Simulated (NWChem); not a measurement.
Species: C2H5ClOSi; SMILES O[SiH2]C(Cl)=C

```xyz
10

C      1.6668    -1.2108    -0.3854
C      0.5701    -0.5905     0.0529
Cl    -0.8739    -1.5512     0.4701
Si     0.3614     1.2632     0.2986
O     -0.8477     1.8862    -0.6567
H      1.7397    -2.2899    -0.4933
H      2.5413    -0.6228    -0.6533
H      1.6171     1.9175    -0.1352
H      0.1004     1.4985     1.7442
H     -1.7333     1.5184    -0.5254
```
Atoms are numbered in this order, from 1.

All runs: NWChem. Pople sets run with spherical d functions. Coordinates come from a B3LYP/6-31G* (spherical d) optimisation. Level: B3LYP/6-31G* with SMD (1 M gas to 1 M solution), gas-phase geometry. Reactions with the solvent are ignored.

Problem. What does the run give for solvent toluene? Quantities: solvation free energy (kcal/mol); cavity-dispersion-structure term (kcal/mol); dipole in solution (D).

Solution. The solvation free energy (kcal/mol) is -3.6. The cavity-dispersion-structure term (kcal/mol) is -1.4. The dipole in solution (D) comes out as 0.88.
